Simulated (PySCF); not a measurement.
**Telling isomers of C$_{5}$H$_{3}$NO apart by NMR**

PySCF 2.14 calculation with shielding tensors at PBE0/pcSseg-1 (GIAO), couplings computed with B3LYP/pcJ-1 (spin–dipole term left out of most H,H and C,H couplings) and geometry: GFN2-xTB; relativity neglected, one conformer, isolated molecule, equivalent nuclei averaged.

Shifts are taken against calculated references (same method and geometry level): 1H and 13C against TMS. Multiplet labels drop J under 1 Hz and among equivalent protons, and merge close values. Unscaled 3J(H,H) run several per cent high. Where no couplings were computed, multiplicities follow the n + 1 count of equivalent neighbours, and m marks all less simple cases (inequivalent or close neighbours, rings, F or P nearby). Shifts are as computed. Against solution values, carbons near 30 ppm lie about +3 ppm off and those near 130 ppm about +5 ppm. Of 1211 compounds with measured shifts, 218 miss one by over three times the rms of a fit or turn the order of signals round; such compounds aren't used in these exercises.

(1) Tabulate the signals of `N#Cc1ccoc1`, `C#Cc1cnoc1`, `N#Cc1ccco1` and their relative energies.

(2) What is the quickest way to tell N#Cc1ccoc1 from N#Cc1ccco1?

(3) What is the quickest way to tell N#Cc1ccoc1 from C#Cc1cnoc1?

(4) What is the quickest way to tell C#Cc1cnoc1 from N#Cc1ccco1?

## Answers

(1) 
```json
{"SMILES": "N#Cc1ccoc1", "carbon types": "2×C 3×CH", "δC": "156.1, 148.5, 121.4, 117.7, 105.7", "δH": "7.96 (d, 1H), 7.55 (dd, 1H), 6.94 (d, 1H)", "E rel. (kcal/mol)": "0.0"}
{"SMILES": "C#Cc1cnoc1", "carbon types": "2×C 3×CH", "δC": "170.3, 156.9, 109.4, 92.8, 76.2", "δH": "8.78 (m, 1H), 8.40 (m, 1H), 2.92 (s, 1H)", "E rel. (kcal/mol)": "54.2"}
{"SMILES": "N#Cc1ccco1", "carbon types": "2×C 3×CH", "δC": "152.0, 132.8, 132.6, 118.6, 116.5", "δH": "7.65 (d, 1H), 7.44 (d, 1H), 6.81 (dd, 1H)", "E rel. (kcal/mol)": "1.7"}
```

Energies are electronic energies at PBE0/pcSseg-1 on these geometries, without zero-point or thermal terms, each for the one conformer computed, which needn't be the lowest.

(2) Both give the same number of carbon signals, with the same numbers of each carbon type, so the positions decide. The first has a substituted aromatic carbon (C) at 105.7 ppm, the second a substituted aromatic carbon next to the ring oxygen (C) at 132.8 ppm. Their most deshielded carbons lie at 156.1 and 152.0 ppm.

(3) Both give the same number of carbon signals, with the same numbers of each carbon type, so the positions decide. The first has an aromatic CH at 121.4 ppm, the second an alkyne carbon (C) at 76.2 ppm. Their most deshielded carbons lie at 156.1 and 170.3 ppm. In the proton spectra the most deshielded non-exchanging signals are 7.96 (d, J = 1.6 Hz, 1H) and 8.78 (m, 1H).

(4) Both give the same number of carbon signals, with the same numbers of each carbon type, so the positions decide. The first has an alkyne carbon (C) at 76.2 ppm, the second an aromatic CH at 118.6 ppm. Their most deshielded carbons lie at 170.3 and 152.0 ppm. In the proton spectra the most deshielded non-exchanging signals are 8.78 (m, 1H) and 7.65 (d, J = 2.3 Hz, 1H).
